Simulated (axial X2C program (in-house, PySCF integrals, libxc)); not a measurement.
## Working with the constants of BeSe⁻

A bond curve at the CCSD(T) level, with spin–orbit coupling, was computed with an axial X2C code built on PySCF integrals (basis Se dyall-acv3z [9s10p7d5f1g], Be dyall-av3z [9s9p4d2f] (cores contracted in-house)) for the state Ω = 1/2 (⟨Sz⟩ = 0.50, ⟨Lz⟩ = 0.00 at HF). Its fit gives Re = 1.9506 Å, ωe = 749.6 cm⁻¹, ωexe = 4.15 cm⁻¹ and αe = 4.258e-03 cm⁻¹; the masses are 79.9165 and 9.0122 u. Two-component means X2C with spin–orbit coupling and atomic mean-field Coulomb and Gaunt terms.

Correlated methods: 9 electrons correlated (number of frozen shells: Se 3 s, 2 p, 1 d; Be 1 s), 255 virtual spin orbitals or spinors in MP2, 90 natural virtuals in coupled cluster.

**Question.** Find the reduced mass, Be and the force constant.

**Answer.** From the CCSD(T) values: μ = 8.0989 u. Be = 16.8576/(μ Re²) = 0.5471 cm⁻¹. k = 5.8918×10⁻⁷ μ ωe² = 2.68 mdyn/Å.

**Question.** Estimate the centrifugal constant by the Kratzer relation.

**Answer.** D = 4Be³/ωe² = 1.17e-06 cm⁻¹.

**Question.** A Morse curve ties αe to the other constants (Pekeris). How well does that hold?

**Answer.** αe(Morse) = 6Be²/ωe × (√(ωexe/Be) − 1) = 4.202e-03 cm⁻¹; the CCSD(T) curve gives 4.258e-03 cm⁻¹, a ratio of 0.99.

**Question.** Estimate De from a Morse curve and compare with the computed well depth of 2.924 eV to Se- + Be.

**Answer.** De(Morse) = ωe²/(4ωexe) = 4.197 eV against 2.924 eV computed, a ratio of 1.44. The extrapolation overshoots: the well softens faster than a Morse curve, or the lowest atomic limit lies below the one to which the curve heads.

**Question.** Where do the fundamental and the first overtone lie?

**Answer.** ν(1←0) = ωe − 2ωexe = 741.3 cm⁻¹; ν(2←0) = 2ωe − 6ωexe = 1474.3 cm⁻¹.

One determinant describes the state; a PBE0 search over occupations chose it and may have missed a lower one. Dissociation energies refer to the lowest single-determinant-based atoms at the same level and basis. Coupled cluster ran in a truncated set of natural virtual spinors; the MP2 energy of the rest was added. (T) has no such correction and the atoms are truncated less, which lowers De at CCSD(T) by a hundredth of an eV or more.
